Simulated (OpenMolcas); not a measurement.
## Ionisation energies of chlorine

* Program: OpenMolcas
* Basis: ANO-R3 [6s5p4d3f1g]
* Scalar Hamiltonian: X2C, finite nucleus
* Spin-orbit coupling: RASSI with atomic mean-field integrals over the reference wave functions, term energies averaged over their components

Active shells in each charge state: the valence s, p shells, with orbitals averaged over the low states. Where CASPT2's correlated closed shells are named, they are those of the first ion.

A. CASSCF
B. SS-CASPT2, IPEA 0.25 Eh, imaginary shift 0.1 Eh (closed shells correlated: 2s 2p)
C. SS-CASPT2, IPEA 0 Eh, imaginary shift 0.1 Eh (closed shells correlated: 2s 2p)

Energies in eV between the lowest computed levels (charge -1 gives the electron affinity), named as in B; reference values from the NIST Atomic Spectra Database with their kind.

```csv
From,To,A,B,C,Spin-orbit share in B,Reference
Cl- 3s² 3p⁶ ¹S₀,Cl 3s² 3p⁵ ²P°_3/2,2.391,3.379,3.240,-0.034,
Cl 3s² 3p⁵ ²P°_3/2,Cl+ 3s² 3p⁴ ³P₂,11.773,12.795,12.689,-0.007,12.968 (measured)
Cl+ 3s² 3p⁴ ³P₂,Cl2+ 3s² 3p³ ⁴S°_3/2,22.405,23.558,23.478,+0.042,23.814 (measured)
Cl2+ 3s² 3p³ ⁴S°_3/2,Cl3+ 3s² 3p² ³P₀,38.588,39.549,39.653,-0.100,39.800 (semi-empirical)
Cl3+ 3s² 3p² ³P₀,Cl4+ 3s² 3p ²P°_1/2,51.957,52.986,53.094,-0.013,53.240 (semi-empirical)
Cl4+ 3s² 3p ²P°_1/2,Cl5+ 3s² ¹S₀,66.258,67.440,67.547,+0.112,67.680 (semi-empirical)
Cl5+ 3s² ¹S₀,Cl6+ 3s ²S_1/2,96.453,96.784,96.785,+0.000,96.940 (semi-empirical)
Cl6+ 3s ²S_1/2,Cl7+ 2p⁶ ¹S₀,113.691,114.104,114.109,+0.000,114.201 (measured)
```

Error against the reference values, in %:

```
From       Reference     A     B     C
  Cl        measured  -9.2  -1.3  -2.2
 Cl+        measured  -5.9  -1.1  -1.4
Cl2+  semi-empirical  -3.0  -0.6  -0.4
Cl3+  semi-empirical  -2.4  -0.5  -0.3
Cl4+  semi-empirical  -2.1  -0.4  -0.2
Cl5+  semi-empirical  -0.5  -0.2  -0.2
Cl6+        measured  -0.4  -0.1  -0.1
```

Mean absolute error over the 3 measured values: A 1.04 eV, B 0.18 eV, C 0.24 eV. B lies closest.

No diffuse functions were added, so the electron affinity comes out too small, and without dynamic correlation a bound anion can come out unbound.

° marks odd parity.
